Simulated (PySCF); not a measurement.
Si(H)2(Me)(OtBu), C5H14OSi, SMILES C[SiH2]OC(C)(C)C, GFN2-xTB optimised geometry.

```
21

Si    -2.10    -0.77     0.00
C     -2.52    -1.67    -1.60
O     -0.48    -0.77     0.00
C      0.49    -0.27     0.89
C      1.85    -0.63     0.28
C      0.34    -0.92     2.26
C      0.35     1.25     1.01
H     -2.66     0.59     0.00
H     -2.66    -1.48     1.16
H     -2.12    -2.68    -1.61
H     -3.59    -1.74    -1.72
H     -2.12    -1.16    -2.47
H      1.93    -1.70     0.17
H      1.94    -0.18    -0.71
H      2.66    -0.27     0.91
H     -0.62    -0.64     2.70
H      1.14    -0.61     2.92
H      0.36    -2.01     2.16
H     -0.60     1.50     1.46
H      1.15     1.65     1.62
H      0.39     1.70     0.02
```

Density from PySCF 2.14.0 with PBE0/def2-SVP at that geometry.

Minimum of the electron density along straight lines between bonded atoms, close to the bond critical point (lines longer than 1.1 times the sum of covalent radii, or with two minima, are not listed):

```csv
bond,length / Å,ρ at the minimum / e bohr⁻³,∇²ρ there / e bohr⁻⁵,position (fraction from the first atom)
Si1–C2,1.889,0.114,0.32,0.38
Si1–O3,1.613,0.131,1.12,0.42
O3–C4,1.409,0.250,-0.29,0.66
C4–C5,1.532,0.248,-0.58,0.51
C4–C6,1.529,0.249,-0.58,0.51
C4–C7,1.529,0.249,-0.58,0.51
Si1–H8,1.471,0.117,0.32,0.49
Si1–H9,1.471,0.117,0.32,0.49
C2–H10,1.085,0.272,-0.97,0.63
C2–H11,1.085,0.272,-0.97,0.62
C2–H12,1.085,0.272,-0.97,0.63
C5–H13,1.087,0.277,-1.02,0.63
C5–H14,1.087,0.277,-1.02,0.63
C5–H15,1.086,0.276,-1.01,0.62
C6–H16,1.087,0.276,-1.01,0.62
C6–H17,1.087,0.276,-1.01,0.62
C6–H18,1.087,0.277,-1.02,0.63
C7–H19,1.087,0.276,-1.01,0.62
C7–H20,1.087,0.276,-1.01,0.62
C7–H21,1.087,0.277,-1.02,0.63
```
